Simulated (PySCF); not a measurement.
# Distorted geometries of [Lu(OH)4]−

[Lu(OH)4]− (singlet in the valence; each metal's 4f electrons, 14 of them, lie in its core potential, out of spins and levels). PySCF 2.14.0, RKS PBE, Lu lcecp-1-SVP with ECP60, O def2-SVP, H def2-SVP; non-relativistic Hamiltonian with scalar-relativistic core potentials where named; density fitting; no spin-orbit coupling. Relaxed geometry:

```xyz
9

Lu   -0.0104    0.0056    0.0038
O     1.1856    1.2653    1.1921
H     2.1386    1.3602    1.0289
O    -1.1224   -1.3090    1.2059
H    -2.0406   -1.6121    1.1328
O     1.3101   -1.1398   -1.1730
H     1.5766   -2.0319   -0.8941
O    -1.2716    1.1667   -1.2048
H    -1.3359    2.1298   -1.2979
```

Task: Order these distorted geometries by energy above the relaxed one, lowest first.
A.
```xyz
9

Lu   -0.0443    0.0264    0.0081
O     1.1836    1.2622    1.1458
H     2.1535    1.3313    1.0551
O    -1.1211   -1.2660    1.1670
H    -2.0320   -1.6087    1.1596
O     1.2879   -1.1522   -1.1878
H     1.6050   -2.0295   -0.8580
O    -1.2562    1.1504   -1.2099
H    -1.3465    2.1206   -1.2863
```
B.
```xyz
9

Lu   -0.0352    0.0026   -0.0042
O     1.2223    1.2619    1.1887
H     2.1974    1.3283    1.0554
O    -1.1449   -1.2706    1.2160
H    -2.0522   -1.6129    1.1541
O     1.3373   -1.1741   -1.1580
H     1.5629   -1.9946   -0.9447
O    -1.3137    1.1861   -1.2094
H    -1.3440    2.1080   -1.3042
```
C.
```xyz
9

Lu    0.0169    0.0451    0.0033
O     1.1872    1.2524    1.1732
H     2.1347    1.3522    1.0135
O    -1.1354   -1.3079    1.1827
H    -2.0409   -1.6984    1.1403
O     1.3021   -1.1387   -1.1440
H     1.5692   -1.9969   -0.8438
O    -1.3196    1.1999   -1.1956
H    -1.2843    2.1271   -1.3361
```

Result: A (0.07 eV), C (0.11 eV), B (0.36 eV).

Task: Which forces (eV/Å) act in the one that lies 0.07 eV up?

Result: 
```
Lu   1.08 -0.39 -0.57
O    0.47  0.27  0.24
H   -0.31 -0.02  0.02
O   -0.76 -0.59  0.52
H    0.23  0.05  0.04
O    0.06 -0.50  0.40
H   -0.29  0.71 -0.23
O   -0.49  0.84 -0.40
H    0.02 -0.38 -0.02
```
Forces carry noise of the integration grid, about 0.01 to 0.03 eV/Å.

A frequency check found unstable modes (1, the lowest at -51 cm⁻¹), so the relaxed geometry is probably a saddle point. An lcecp potential fixes the number of 4f electrons, so in runs with it no electron can move into or out of that shell.
